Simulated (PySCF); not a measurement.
PySCF run on GaF⁺

File input.py (PySCF 2.14):

```python
from pyscf import gto, scf, cc

mol = gto.M(
    atom='Ga 0 0 0; F 0 0 1.824',
    basis='6-31g*',
    charge=1,
    spin=1,
    verbose=4,
)
mf = scf.ROHF(mol)
mf.kernel()
mycc = cc.CCSD(mf, frozen=10)
mycc.kernel()
mf.dip_moment()
print('orbital energies (hartree):', mf.mo_energy[..., max(0, mol.nelec[1]-3):mol.nelec[0]+3].round(4))
```

```bash
$ OMP_NUM_THREADS=1 python input.py
```

It prints (some set-up lines and the per-cycle HOMO/LUMO lines with their warnings removed):

```
PySCF version 2.14.0

[INPUT] Symbol           X                Y                Z      unit          X                Y                Z       unit  Magmom
[INPUT]  1 Ga     0.000000000000   0.000000000000   0.000000000000 AA    0.000000000000   0.000000000000   0.000000000000 Bohr   0.0
[INPUT]  2 F      0.000000000000   0.000000000000   1.824000000000 AA    0.000000000000   0.000000000000   3.446860451207 Bohr   0.0

nuclear repulsion = 80.9432246966447
number of shells = 18
number of NR pGTOs = 122
number of NR cGTOs = 46
basis = 6-31g*
ecp = {}

******** <class 'pyscf.scf.rohf.ROHF'> ********
method = ROHF
initial guess = minao
damping factor = 0
level_shift factor = 0
DIIS = <class 'pyscf.scf.diis.CDIIS'>
SCF conv_tol = 1e-09
SCF max_cycles = 50
num. doubly occ = 19  num. singly occ = 1
init E= -2021.64552805964
cycle= 1 E= -2022.01942808699  delta_E= -0.374  |g|= 0.556  |ddm|= 1.16
cycle= 2 E= -2022.03785613118  delta_E= -0.0184  |g|= 0.594  |ddm|= 0.848
cycle= 3 E= -2022.10334553511  delta_E= -0.0655  |g|= 0.0423  |ddm|= 0.335
cycle= 4 E= -2022.1055450285  delta_E= -0.0022  |g|= 0.0236  |ddm|= 0.0968
cycle= 5 E= -2022.10609737462  delta_E= -0.000552  |g|= 0.0123  |ddm|= 0.0448
cycle= 6 E= -2022.10628646553  delta_E= -0.000189  |g|= 0.00444  |ddm|= 0.0362
cycle= 7 E= -2022.10629777948  delta_E= -1.13e-05  |g|= 0.00128  |ddm|= 0.00529
cycle= 8 E= -2022.10630043171  delta_E= -2.65e-06  |g|= 0.000241  |ddm|= 0.00441
cycle= 9 E= -2022.10630049974  delta_E= -6.8e-08  |g|= 2.39e-05  |ddm|= 0.000695
cycle= 10 E= -2022.1063005002  delta_E= -4.58e-10  |g|= 3.11e-06  |ddm|= 5.12e-05
Extra cycle  E= -2022.10630050021  delta_E= -7.28e-12  |g|= 1.37e-06  |ddm|= 3.37e-06
converged SCF energy = -2022.10630050021

WARN: RCCSD method does not support ROHF method. ROHF object is converted to UHF object and UCCSD method is called.

******** <class 'pyscf.cc.uccsd.UCCSD'> ********
CC2 = 0
CCSD nocc = (np.int64(10), np.int64(9)), nmo = (36, 36)
frozen orbitals 10
max_cycle = 50
direct = 0
conv_tol = 1e-07
conv_tol_normt = 1e-06
Init t2, MP2 energy = -0.382329563405609
Init E_corr(UCCSD) = -0.38346873832754
cycle = 1  E_corr(UCCSD) = -0.351026295750288  dE = 0.0324424426  norm(t1,t2) = 0.119048
cycle = 2  E_corr(UCCSD) = -0.367783725733035  dE = -0.01675743  norm(t1,t2) = 0.0448951
cycle = 3  E_corr(UCCSD) = -0.365908666800091  dE = 0.00187505893  norm(t1,t2) = 0.0398815
cycle = 4  E_corr(UCCSD) = -0.367579525471597  dE = -0.00167085867  norm(t1,t2) = 0.018696
cycle = 5  E_corr(UCCSD) = -0.368442652661205  dE = -0.00086312719  norm(t1,t2) = 0.00641717
cycle = 6  E_corr(UCCSD) = -0.368227885415516  dE = 0.000214767246  norm(t1,t2) = 0.00345299
cycle = 7  E_corr(UCCSD) = -0.368219667065049  dE = 8.21835047e-06  norm(t1,t2) = 0.00119636
cycle = 8  E_corr(UCCSD) = -0.368288307203124  dE = -6.86401381e-05  norm(t1,t2) = 0.000643448
cycle = 9  E_corr(UCCSD) = -0.368300479848468  dE = -1.21726453e-05  norm(t1,t2) = 0.000282646
cycle = 10  E_corr(UCCSD) = -0.368295537224309  dE = 4.94262416e-06  norm(t1,t2) = 8.02513e-05
cycle = 11  E_corr(UCCSD) = -0.368297820953929  dE = -2.28372962e-06  norm(t1,t2) = 3.19748e-05
cycle = 12  E_corr(UCCSD) = -0.368295885027492  dE = 1.93592644e-06  norm(t1,t2) = 1.27223e-05
cycle = 13  E_corr(UCCSD) = -0.368295860375951  dE = 2.46515416e-08  norm(t1,t2) = 4.2146e-06
cycle = 14  E_corr(UCCSD) = -0.368295784616994  dE = 7.57589563e-08  norm(t1,t2) = 2.02317e-06
cycle = 15  E_corr(UCCSD) = -0.368295689023974  dE = 9.55930206e-08  norm(t1,t2) = 5.61523e-07
UCCSD converged
E(UCCSD) = -2022.474596189231  E_corr = -0.3682956890239738

WARN: System has nonzero charge 1; the dipole moment is origin-dependent.
Location of origin: [0. 0. 0.]

Dipole moment(X, Y, Z, Debye):  0.00000, -0.00000, -2.98937
orbital energies (hartree): [-0.8622 -0.8292 -0.8292 -0.5233 -0.1997 -0.1997 -0.1003]
```

In short: E(SCF) = -2022.106301 Eh, 10 cycles, E(CCSD) − E(SCF) = -0.36830 Eh.

Run time: 3.3 s on 1 thread of Intel Xeon Platinum 8259CL @ 2.50GHz (shared host).

The bond length is a typed value, not an optimised one. The dipole of an ion depends on the origin. No search for the lowest solution was made.
